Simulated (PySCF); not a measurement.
ZrH₄, SMILES [ZrH4], multiplicity 1.

Coordinates come from a r2SCAN-D4/def2-TZVPD optimisation. The spin state was assumed, not searched. The def2 effective core potentials stand for the cores of Zr; spin–orbit coupling is left out.

All values below come from TDA-PBE/def2-TZVPD in PySCF.

Vertical excitations; the highest root listed may be one member of a degenerate set. Isolated molecule, no solvent. State labels are in the subgroup D2.

### Question
Estimate the UV-visible absorptions. (An estimate is asked for; the answer gives what the named calculation found.)

### Answer

```tsv
state	symmetry	energy (eV)	λ (nm)	f	main pairs
S1	B3	3.67	338	0.000	HOMO→LUMO, HOMO→LUMO+1 (degenerate set)
S2	B1	3.67	338	0.000	HOMO−2→LUMO, HOMO−2→LUMO+1 (degenerate set)
S3	B2	3.67	338	0.000	HOMO−1→LUMO+1 (degenerate set)
S4	B1	3.93	315	0.004	HOMO−2→LUMO+1, HOMO−2→LUMO (degenerate set)
S5	B3	3.93	315	0.004	HOMO→LUMO+1, HOMO→LUMO (degenerate set)
S6	B2	3.93	315	0.004	HOMO−1→LUMO (degenerate set)
S7	A	4.54	273	0.000	HOMO−3→LUMO (degenerate set)
S8	A	4.54	273	0.000	HOMO−3→LUMO+1 (degenerate set)
S9	B2	4.85	256	0.000	HOMO→LUMO+2, HOMO−2→LUMO+3 (degenerate set)
S10	B3	4.85	256	0.000	HOMO−1→LUMO+2, HOMO−2→LUMO+4 (degenerate set)
T1	B3	3.37	368	0	HOMO→LUMO, HOMO→LUMO+1 (degenerate set)
T2	B1	3.37	368	0	HOMO−2→LUMO, HOMO−2→LUMO+1 (degenerate set)
T3	B2	3.37	368	0	HOMO−1→LUMO+1 (degenerate set)
T4	B1	3.38	367	0	HOMO−2→LUMO+1 74 %, HOMO−2→LUMO 25 %
```
Triplets are in the Tamm–Dancoff approximation.
